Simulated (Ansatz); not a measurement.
`C=C[SiH](S)Cl` + HCl → `C=C[SiH](Cl)Cl` + H₂S at 500 K and 1 bar (ligand exchange at the Si–S bond).

Program: Ansatz. Geometries: PBE0-D4/def2-TZVP. ΔE: electronic, gas phase. CCSD(T)/CBS adds triple-zeta CCSD(T) − MP2 to the extrapolated MP2 energy (def2 sets, frozen cores). This one scheme is used for every species. One conformer a species, not always the lowest.

| species | CCSD(T)/CBS energy (Eh) | H − E (kJ/mol) | S (J/(mol·K)) |
| --- | --- | --- | --- |
| `C=C[SiH](S)Cl` | -1225.81243 | 214.0 | 426.2 |
| HCl | -460.38127 | 32.5 | 201.9 |
| `C=C[SiH](Cl)Cl` | -1287.23514 | 188.4 | 411.5 |
| H₂S | -398.97279 | 57.0 | 224.0 |

H − E and S are ideal-gas, rigid-rotor, harmonic terms from PBE0-D4/def2-TZVP, for one conformer and one mirror image of each species. 1 Eh = 2625.50 kJ/mol, R = 8.31446 J/(mol·K).

Question: By hand: ΔE, ΔH, ΔS and ΔG.

Answer: ΔE = (-1287.23514) + (-398.97279) − (-1225.81243) − (-460.38127) = -0.01423 Eh = -37.4 kJ/mol. Δ(H − E) = 188.4 + 57.0 − 214.0 − 32.5 = -1.1, so ΔH = -38.5 kJ/mol. ΔS = 411.5 + 224.0 − 426.2 − 201.9 = 7.4 J/(mol·K). ΔG = -38.5 − 500 × (7.4)/1000 = -42.2 kJ/mol.

Question: By hand: the equilibrium constant, and the temperature at which ΔG would vanish if ΔH and ΔS stayed fixed.

Answer: log₁₀ K = −ΔG/(RT ln 10) = 4.4. ΔH and −TΔS have one sign here, so there is no such temperature.

The number of gas molecules stays the same, so ΔS is small and ΔH decides. A doubt of 5 kJ/mol in ΔE shifts log₁₀ K by 0.5 here. Other conformers and mirror images would add mixing entropy, several J/(mol·K) or more a flexible species. These are equilibria of isolated gas molecules and say nothing of rates. Largest T1 diagnostic: 0.011 (customary marks: 0.02 for closed shells, 0.045 for open ones).

ΔS is within the doubt of such terms, so its sign, and with it that verdict, could turn.
